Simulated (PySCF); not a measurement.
As(2+): ionisation energy

As(2+) [Ar] 3d10 4s2 4p1 (2P) → As(3+) [Ar] 3d10 4s2 (1S), as a difference of total energies. All numbers are calculated (PySCF 2.14, scalar relativity through the core potential, in aug-cc-pVTZ-PP with ECP10MDF (6s5p4d2f, 55 functions)). Correlated levels: valence: 3s2 3p6 3d10 frozen. The calculations carry no spin-orbit coupling.

| method | ionisation energy (eV) | difference from reference (eV) |
| --- | --- | --- |
| UHF | 27.481 | -0.868 |
| LDA | 28.133 | -0.216 |
| PBE | 27.974 | -0.375 |
| PBE0 | 28.032 | -0.317 |
| r2SCAN | 28.262 | -0.087 |
| M06 | 27.887 | -0.462 |
| B3LYP | 28.117 | -0.232 |
| HSE06 | 28.050 | -0.299 |
| BLYP | 27.929 | -0.420 |
| MP2 (valence) | 27.742 | -0.607 |
| SCS-MP2 (valence) | 27.732 | -0.617 |

Reference: 28.349 ± 0.012 eV (measured; NIST Atomic Spectra Database, ionization energies).

The reference lies between the lowest fine-structure levels, while these numbers refer to the centres of the terms.

Errors of the correlated levels include the incompleteness of this basis and the frozen core.
